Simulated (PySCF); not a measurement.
**Computed properties of pyrazine-2-carbonitrile (C5H3N3), SMILES c1cncc(n1)C#N**

C5H3N3, SMILES N#Cc1cnccn1. Geometry optimised at PBE0-D3(BJ)/def2-SVP. One conformer was computed; it need not be the lowest. All values are computed for the isolated molecule unless a solvent is named; none is compared with measurement here.

**Structure.** The optimised structure has Cs symmetry. All 27 harmonic modes at PBE0-D3(BJ)/def2-SVP (PySCF) are real, so it is a minimum. With heavy atoms numbered as in [N:1]#[C:2][c:3]1[cH:4][n:5][cH:6][cH:7][n:8]1, the shortest bond between them is N1–C2 at 1.158 Å and the longest C2–C3 at 1.440 Å.

**Vibrations.** The strongest infrared lines (harmonic, unscaled, degenerate partners summed) lie at 1443 cm⁻¹ (39 km/mol, C 41 %, H 38 %, N 21 %), 1042 cm⁻¹ (36 km/mol, N 45 %, C 42 %, H 13 %), 434 cm⁻¹ (24 km/mol, N 63 %, C 30 %). The softest mode is at 142 cm⁻¹ and the zero-point energy is 47.8 kcal/mol.

**Electronic structure.** B3LYP/def2-TZVP (PySCF) places the frontier levels at -7.86 and -2.74 eV, a gap of 5.12 eV, and gives a dipole moment of 4.19 D. PBE/def2-TZVP (PySCF) at the same geometry gives -6.53 and -3.44 eV, so its gap is 2.03 eV narrower. An orbital gap is neither the optical nor the fundamental gap.

**Excitations.** TDA-B3LYP/def2-SVPD (PySCF) has S1 at 3.82 eV (325 nm, f = 0.004, weak); the most intense of the 10 singlets computed lies at 6.05 eV (f = 0.23). T1 (TDA) is at 3.19 eV, 0.63 eV under S1. TDA-PBE/def2-SVPD (PySCF) puts S1 at 3.27 eV. No vertical singlet excitation falls in the visible range (under 3.1 eV).

**NMR.** GIAO shifts at PBE0/pcSseg-1 (PySCF) (non-relativistic, atoms alike by connectivity averaged): ¹³C from 123.3 to 158.1 ppm against TMS; ¹H from 9.0 to 9.3 ppm against TMS.
